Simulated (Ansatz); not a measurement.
Reaction (formal exchange of groups at the Sn–C bond): `[CH3][Sn][Cl]` + `FC1=C(Br)C1` → `[Cl][Sn][Br]` + `CC1=C(F)C1`

Computed with Ansatz on PBE0-D4/def2-TZVP structures; ΔE is electronic, products minus reactants. CBS: MP2 limit from def2 TZ/QZ plus the TZ coupled-cluster correction, frozen cores. Functionals use def2-TZVPP. B3LYP here is the variant with VWN-RPA as its local correlation; programs differ in this. Elements past krypton have def2 core potentials. For Br, Sn outer-core shells are correlated without core-valence functions, which leaves a few kJ/mol of doubt a bond. Scalar relativity is left out up to krypton.

**Question.** Is it downhill or uphill in electronic energy at CCSD(T)/CBS, and by how much? (An estimate is asked.)

**Answer.** The calculation gave: Downhill: ΔE = -214.9 kJ/mol.

**Question.** What do these levels give: r2SCAN-D4, PBE0-D4, B3LYP-D4, ωB97M-V, r2SCAN, PBE0, HF/def2-TZVPP, MP2/def2-TZVPP, SCS-MP2/def2-TZVPP, CCSD/def2-TZVPP, CCSD(T)/def2-TZVPP, HF/CBS(def2)? (An estimate is asked.)

**Answer.** The calculation gave: r2SCAN-D4 -219.2, PBE0-D4 -218.3, B3LYP-D4 -220.7, ωB97M-V -215.5, r2SCAN -219.4, PBE0 -219.2, HF/def2-TZVPP -236.6, MP2/def2-TZVPP -205.3, SCS-MP2/def2-TZVPP -205.3, CCSD/def2-TZVPP -206.7, CCSD(T)/def2-TZVPP -202.9, HF/CBS(def2) -236.9 kJ/mol.

Largest T1 diagnostic among the species: 0.013.

In def2-TZVPP, CCSD(T) changes the Hartree–Fock value by +33.6 kJ/mol (the triples alone add +3.8 kJ/mol) and MP2 by +31.3 kJ/mol. From PBE to PBE0 (25 % exact exchange), in def2-TZVPP and without D4, ΔE moves by −5.7 kJ/mol.
